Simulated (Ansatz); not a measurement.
Program: Ansatz. Geometries: PBE0-D4/def2-TZVP. ΔE: electronic, gas phase. CBS: MP2 limit from def2 TZ/QZ plus the TZ coupled-cluster correction, frozen cores. This one scheme is used for every species. DFT in def2-TZVPP. Elements past krypton have def2 core potentials. For I outer-core shells are correlated without core-valence functions, which leaves a few kJ/mol of doubt a bond.

`F[B](F)[AlH2]` + HI → `FB(F)I` + `[AlH3]`  (cleavage of the B–Al bond)

| level | ΔE (eV) |
| --- | --- |
| CAM-B3LYP-D4 | -0.72 |
| B2PLYP | -0.76 |

(1) What does CCSD(T)/CBS give? (An estimate is asked.)

Largest T1 diagnostic among the species: 0.014.

Answers

(1) The calculation gave: -0.76 eV. The listed levels differ from it by 0.04, 0.00 eV.

The D4 term adds −0.03 eV with B3LYP and −0.02 eV with PBE0; it sums over pairs of atoms, weighted by their polarisabilities, and B3LYP, whose exchange is more repulsive, gets the larger term. From PBE to PBE0 (25 % exact exchange), in def2-TZVPP and without D4, ΔE moves by −0.04 eV. Leaving LDA and LC-ωPBE aside and taking each functional with its dispersion term where it has one, the values, not all of them listed here, spread over 0.23 eV, from B97M-V to PBE-D4. LDA lies −0.03 eV from PBE without D4.

B3LYP here is the variant with VWN-RPA as its local correlation; programs differ in this.
